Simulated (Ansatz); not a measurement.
`B[SiH2][SiH2]O`. Charge 0, multiplicity 1.

Z-matrix (Å, degrees):
```
Si
Si 1 2.364
B 1 1.990 2 105.7
H 1 1.493 2 106.1 3 121.1
H 1 1.490 2 107.6 3 -122.9
O 2 1.653 1 111.6 3 -179.0
H 2 1.492 1 108.8 3 -55.9
H 2 1.483 1 111.0 3 63.6
H 3 1.195 1 120.9 2 85.8
H 3 1.195 1 121.0 2 -89.2
H 6 0.958 2 117.4 1 54.1
```

Question: Give the diagnostics of a CCSD(T)/def2-TZVPP run (frozen core, the Gaussian-basis code of Ansatz). (An estimate is asked.)

Answer: Ansatz gave: T1 = 0.0142, largest single amplitude 0.031, largest double 0.030, (T) share of the correlation energy 3.3 %, 11 CCSD cycles. The RHF solution is stable towards an unrestricted one. T1 lies under the customary mark of 0.02 for closed shells.
